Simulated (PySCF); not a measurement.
# Pm²⁹⁺: ionisation energy

Pm²⁹⁺ [Ar] 3d10 4s2 4p2 [4p1/2^2, M_J = 0] → Pm³⁰⁺ [Ar] 3d10 4s2 4p1 [4p1/2^1, M_J = 1/2], as a difference of total energies. Calculation: PySCF 2.14, in an even-tempered Gaussian basis (17 s from 2.6 bohr⁻², ratio 2.8; 13 p from 3.4 bohr⁻², ratio 2.8; 8 d from 6 bohr⁻², ratio 2.8; 4 f from 16 bohr⁻², ratio 3); the two-component X2C-1e Hamiltonian. Correlated levels: [Ne] frozen; the 74 highest virtual spinors dropped. "Screened" scales the spin-orbit matrix elements by Boettger's factors to mimic the two-electron term; Breit and QED terms are absent.

| method | ionisation energy (eV) |
| --- | --- |
| GHF (spin-free) | 1090.2 |
| GMP2 (spin-free) | 1091.4 |
| GHF (screened spin-orbit) | 1109.3 |
| GMP2 (screened spin-orbit) | 1111.0 |

Breit and QED terms and the two-electron picture change are absent.

The spin-free rows relax to the high-spin LS determinant and lack the spin-orbit shift.

The labels give the starting determinants; with spin-orbit coupling the two ends relaxed to ⟨J²⟩ = 0.00, ⟨L²⟩ = 1.35, ⟨S²⟩ = 1.35 and ⟨J²⟩ = 0.75, ⟨L²⟩ = 2.03, ⟨S²⟩ = 0.77.

For comparison: 1113 ± 4 eV (theoretical estimate listed by NIST; NIST Atomic Spectra Database, ionization energies).
